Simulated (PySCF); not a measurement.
A made-up structure of CH3InO, closed shell:

```
6
angstrom
O -0.5925 -1.7496 0.9526
C -0.2541 -1.1662 -0.0416
In 0.2325 1.0196 0.0078
H -0.7404 -2.1546 1.8215
H 0.6692 1.8296 -1.4579
H 0.1433 1.8103 1.5355
```

It is relaxed with PBE-D4/def2-SVP and then PBE0-D4/def2-TZVP (PySCF 2.14 with density fitting (its default auxiliary sets; JK sets also for MP2 and CCSD(T))). Atoms count as bonded within 1.22 times the sum of their covalent radii (H–H: 0.88 Å). The end point is not checked to be a true minimum.

**Question.** Does its bonding change? (Judge from chemistry; the calculation decides.)

**Answer.** By the calculation: No: no bond forms or breaks.

Where it ends: The first stage lowers the energy by 1.98 eV in 28 steps. It ends as CH₃InO ([OH][C][InH2]):
```
6
angstrom
O -0.8777 -1.8736 1.1172
C -0.8603 -0.8038 0.4178
In 0.3169 0.9326 0.0892
H -0.1243 -1.9916 1.7249
H 1.2393 0.9244 -1.3630
H -0.2887 2.3717 0.8116
```

Labels in which every atom is bracketed show which atoms are joined, not bond orders.

For scale, one of the runs: PBE0-D4/def2-TZVP relaxation, 130 basis functions, launched by `OMP_NUM_THREADS=2 python run.py`. Time: 83 s of wall clock on 2 CPU threads of an Intel Xeon; the host was shared. Peak host memory: 1.3 GiB.
